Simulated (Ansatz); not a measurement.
The same path of H2O + H5NOSi (11 atoms, charge 0, multiplicity 1) was run twice with different band settings. Lost on the way: Si1–N2, O9–H11. Made: Si1–O9, N2–H11.

Level of theory: Ansatz 0.2.0, RKS BLYP/def2-SVP.

Relaxed end points:

```xyz
11
Properties=species:S:1:pos:R:3
Si -0.142 0.235 0.026
N -0.051 -0.006 1.775
H -0.918 -0.220 2.283
H 0.491 0.678 2.316
H 1.252 0.367 -0.464
O -0.895 1.656 -0.492
H -1.868 1.672 -0.440
H -0.900 -0.953 -0.484
O 1.511 -2.406 1.097
H 0.768 -3.029 0.973
H 1.072 -1.663 1.579
```

```xyz
11
Properties=species:S:1:pos:R:3
Si 0.107 -0.616 -0.816
N -0.486 0.224 2.500
H -1.437 0.014 2.837
H 0.006 0.673 3.286
H 0.826 -0.494 -2.126
O 0.065 0.907 -0.151
H -0.231 0.879 0.809
H -1.243 -1.243 -1.000
O 0.888 -1.735 0.205
H 1.850 -1.591 0.279
H -0.025 -0.688 2.345
```

Common settings: spring 5.0 eV/Å²; optimiser quadratic models (default); start path through a guess of the saddle point; force threshold 0.05 eV/Å; iteration limit 60; end points relaxed.

| run | movable images | climbing image |
| --- | --- | --- |
| 1 | 5 | yes |
| 2 | 8 | no |

(1) What does each run give, and how far can it be trusted?

Answers

(1) Run 1: converged after 27 iterations, highest image 0.840 eV above the first end. A vibrational analysis at the climbing image gives one clearly imaginary mode, 878i cm⁻¹: a first-order saddle point.
Run 2: converged after 57 iterations, highest image 0.250 eV above the first end. The profile has 3 maxima (images 2, 5, 8) with wells between them (images 4, 7): this band takes more than one step, which may be the mechanism or a detour left from its start path. No image climbed, so the highest image needn't sit at the top of the path.
The orbitals stay closed-shell, which can raise the energy where a bond breaks towards radicals; this wasn't checked here.
